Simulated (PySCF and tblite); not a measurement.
Results of a calculation; reference values are marked as such.
5 regioisomers of C₅H₃NOS:

```json
{"isomer": "A", "SMILES": "[N:1]#[C:2][c:3]1[cH:4][c:5]([SH:6])[cH:7][o:8]1"}
{"isomer": "B", "SMILES": "[N:1]#[C:2][c:3]1[cH:4][o:5][cH:6][c:7]1[SH:8]"}
{"isomer": "C", "SMILES": "[N:1]#[C:2][c:3]1[cH:4][cH:5][o:6][c:7]1[SH:8]"}
{"isomer": "D", "SMILES": "[N:1]#[C:2][c:3]1[cH:4][cH:5][c:6]([SH:7])[o:8]1"}
{"isomer": "E", "SMILES": "[N:1]#[C:2][c:3]1[cH:4][o:5][c:6]([SH:7])[cH:8]1"}
```

Protocol: conformer search, at most 5 conformers an isomer, GFN2-xTB geometries, energies PBE0/pcSseg-1 (D3(BJ) added where defined), weights at 298.15 K with GFN2-xTB thermal terms. Programs: PySCF with density fitting and tblite.

(1) Rank the isomers by free energy at 298.15 K.

The minima are those of GFN2-xTB; planar forms about aryl–S or allylic bonds may be saddles in DFT.

Results:

(1) 
| isomer | ΔG (kcal/mol) | ΔE, lowest conformer | conformers | largest weight % | rms dipole (D) |
| --- | --- | --- | --- | --- | --- |
| C | 0.0 | 0.0 | 2 | 76 | 3.60 |
| B | 1.4 | 1.4 | 2 | 89 | 3.23 |
| E | 1.6 | 1.9 | 2 | 75 | 4.11 |
| D | 2.4 | 2.5 | 2 | 83 | 4.38 |
| A | 4.0 | 4.3 | 2 | 57 | 4.29 |
